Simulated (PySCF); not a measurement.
SMILES Cl[Si](Cl)([SiH2]c1ccccc1)Cl (C6H7Cl3Si2), singlet (GFN2-xTB optimised geometry):

```
18

Cl    -3.788    -0.816     0.615
Si    -2.183    -1.737     1.464
Cl    -2.853    -3.547     2.105
Cl    -1.734    -0.662     3.134
Si    -0.383    -1.936    -0.002
C      0.601    -0.325     0.000
C     -0.055     0.906    -0.004
C      0.655     2.093    -0.006
C      2.040     2.072    -0.003
C      2.708     0.859     0.000
C      1.993    -0.325     0.000
H      0.501    -3.036     0.404
H     -0.866    -2.222    -1.361
H     -1.136     0.934    -0.005
H      0.128     3.036    -0.008
H      2.596     2.998     0.000
H      3.788     0.838     0.003
H      2.521    -1.267     0.002
```

Calculation: PySCF with CAM-B3LYP/def2-SVP.

Question: What are the frontier orbital energies and the dipole moment?

Answer: HOMO-2 -9.75 eV, HOMO-1 -8.79 eV, HOMO -8.70 eV, LUMO 0.26 eV, LUMO+1 0.66 eV; dipole moment 2.37 D.

Meta-Löwdin charges at CAM-B3LYP/def2-SVP: Cl1 -0.26, Si2 0.72, Cl3 -0.26, Cl4 -0.25, Si5 0.40, C6 -0.22, C7 -0.09, C8 -0.10, C9 -0.09, C10 -0.10, C11 -0.09, H12 -0.09, H13 -0.09, H14 0.10, H15 0.11, H16 0.11, H17 0.11, H18 0.10.
